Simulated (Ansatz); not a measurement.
Geometry optimisation, RKS BHLYP/def2-SVP in Ansatz.

Input:

```yaml
crystal:
  periodic: [false, false, false]
  atoms:
    - { symbol: O, position_ang: [1.1517, -3.0656, 2.185] }
    - { symbol: C, position_ang: [0.6984, -2.0855, 1.4722] }
    - { symbol: C, position_ang: [0.2539, -1.1093, 0.7338] }
    - { symbol: C, position_ang: [-0.061, -0.112, 0.0075] }
    - { symbol: Al, position_ang: [-1.2931, -0.4869, -1.5505] }
    - { symbol: Ge, position_ang: [0.5552, 1.6588, 0.2929] }
    - { symbol: H, position_ang: [-1.7072, 0.7221, -2.487] }
    - { symbol: H, position_ang: [-1.7565, -1.9502, -1.8339] }
    - { symbol: H, position_ang: [0.4469, 2.0211, 1.8394] }
    - { symbol: H, position_ang: [2.045, 1.6881, -0.1157] }
    - { symbol: H, position_ang: [-0.2681, 2.6624, -0.523] }
basis:
  gaussian: { orbitals: def2-SVP }
hamiltonian:
  xc: { name: BHLYP }
relax:
  f_tol: 0.015
  max_steps: 40
```

Launched with:

```bash
$ ansatz run input.yaml --threads 2 --pin off --max-ram 3072MiB --backend cpu --events-out ev --progress --plain --runs-dir out
```

Problem. Where does it end, and by what steps?

Solution. The run converged. The force dipped under the threshold on the way, but the program's further checks kept it going. After 23 steps the energy has fallen by 0.918 eV; H11 moved furthest, 0.95 Å.

```
step  energy less start (eV)  largest force component (eV/Å)  accepted
   0                  0.0000                           6.567       yes
   1                 -0.8306                           1.741       yes
   2                 -0.8748                           0.875       yes
   3                 -0.8864                           0.151       yes
   4                 -0.8889                           0.177       yes
   5                 -0.8926                           0.287       yes
   6                 -0.8948                           0.180       yes
   7                 -0.8973                           0.092       yes
   8                 -0.8992                           0.146       yes
   9                 -0.9012                           0.105       yes
  10                 -0.9074                           0.052       yes
  11                 -0.9088                           0.189       yes
  12                 -0.9116                           0.110       yes
  13                 -0.9130                           0.035       yes
  14                 -0.9147                           0.029       yes
  15                 -0.9135                           0.192        no
  16                 -0.9154                           0.085       yes
  17                 -0.9169                           0.075       yes
  18                 -0.9174                           0.046       yes
  19                 -0.9173                           0.060        no
  20                 -0.9178                           0.009       yes
  21                 -0.9181                           0.019       yes
  22                 -0.9182                           0.021       yes
  23                 -0.9183                           0.012       yes
```

```xyz
11
Properties=species:S:1:pos:R:3
O 0.747 -3.000 2.187
C 0.495 -2.090 1.504
C 0.233 -1.078 0.767
C -0.076 -0.076 -0.039
Al -1.103 -0.588 -1.646
Ge 0.569 1.737 0.378
H -1.120 0.379 -2.889
H -1.853 -1.968 -1.636
H 1.247 1.754 1.749
H 1.553 2.173 -0.715
H -0.627 2.700 0.361
```

Whether the end is a true minimum wasn't checked by a vibrational analysis.

Run time: 2.5 min on 2 threads of Arm Neoverse V1 (shared host), peak memory 0.36 GiB.
